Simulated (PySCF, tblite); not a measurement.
Isomers of C5H13OPS, one GFN2-xTB conformer each. Single-point energies are computed at PBE0/pcSseg-1 (PySCF, gas phase, no added dispersion term), electronic only.

Problem. Rank them by PBE0/pcSseg-1 energy, lowest first (kJ/mol).
A. `[CH3:1][CH2:2][P@@H:3](=[S:4])[CH2:5][CH2:6][O:7][CH3:8]` with C1–C2–P3–S4 52°, C2–P3–C5–C6 47°, P3–C5–C6–O7 40°, C5–C6–O7–C8 179°
B. `[CH3:1][CH2:2][P@H:3](=[S:4])[CH2:5][CH2:6][CH2:7][OH:8]` with C1–C2–P3–S4 59°, C2–P3–C5–C6 -145°, P3–C5–C6–C7 -52°, C5–C6–C7–O8 -56°, C6–C7–O8–H 85°
C. `[CH3:1][CH2:2][P@@:3]([CH3:4])(=[O:5])[CH2:6][S:7][CH3:8]` with C1–C2–P3–C4 180°, C2–P3–C6–S7 164°, P3–C6–S7–C8 73°

Solution. C (0.0), B (22.8), A (64.7).

As drawn, the lowest has a P=O bond, which the highest lacks. GFN2-xTB itself gives, in the same order: 0.0, 65.4, 75.8. Both levels put the same isomer lowest; measured from each level's own lowest isomer, the values differ by up to 42.6 kJ/mol (CC[P@H](=S)CCCO: 65.4 against 22.8).

Problem. Which frontier levels, dipoles and rotational constants go with these structures?

Solution. 
```tsv
SMILES	HOMO (eV, PBE0/pcSseg-1)	LUMO (eV)	dipole (D)	A, B, C (MHz)
CC[P@@](C)(=O)CSC	-6.34	0.70	2.79	2259, 882.3, 838.6
CC[P@H](=S)CCCO	-6.83	0.43	5.28	2112, 936.2, 753.2
CC[P@@H](=S)CCOC	-6.20	0.74	6.21	2159, 829.8, 660.7
```

Problem. What happens when harmonic zero-point energies from GFN2-xTB frequencies are added?

Solution. 
| SMILES | ZPE (kJ/mol) | electronic (kJ/mol) | with ZPE (kJ/mol) |
| --- | --- | --- | --- |
| CC[P@@](C)(=O)CSC | 449.0 | 0.0 | 0.0 |
| CC[P@H](=S)CCCO | 454.0 | 22.8 | 27.8 |
| CC[P@@H](=S)CCOC | 451.8 | 64.7 | 67.5 |

The zero-point energies span 5.0 kJ/mol. The order is unchanged.

Problem. As an exercise, what shares would exp(−E/RT) give at 2000 K from these electronic energies alone (no entropy, no degeneracies)?

Solution. RT = 16.629 kJ/mol: CC[P@@](C)(=O)CSC 78.5 %, CC[P@H](=S)CCCO 19.9 %, CC[P@@H](=S)CCOC 1.6 %.
